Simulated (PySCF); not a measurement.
Computed with PBE-D3(BJ)/def2-TZVP // PBE0-D4/def2-TZVP run with PySCF. Gas-phase values, no solvent. One relaxed conformer stands for a flexible species; it need not be the lowest. Excitations are Tamm–Dancoff values on a coarser integration grid. The basis has no diffuse functions, so Rydberg states are missing or too high.

Reference species (SMILES): `[SiH2](Cl)[S@](=O)C` (O–S–Si–Cl torsion 174°) (neutral, multiplicity 1).

The T1 excitation (TDA) is 3.61 eV and the HOMO–LUMO gap comes out as 3.86 eV. The HOMO is -5.49 eV and the S1 oscillator strength is 0.001.

After one change: the T1 excitation (TDA) falls by 2.35 eV; the HOMO–LUMO gap falls by 2.27 eV; the HOMO falls by 0.17 eV; the S1 oscillator strength is nearly the same.

Name the change that produced these shifts. The new species is one of these.
A) `CN(C)[SiH2]Cl` (C–N–Si–Cl torsion 79°)
B) `N#CC[SiH2]Cl`
C) `S=C[SiH2]Cl` (S–C–Si–Cl torsion 180°)
D) `CC#C[SiH2]Cl`

C, `S=C[SiH2]Cl` (S–C–Si–Cl torsion 180°)
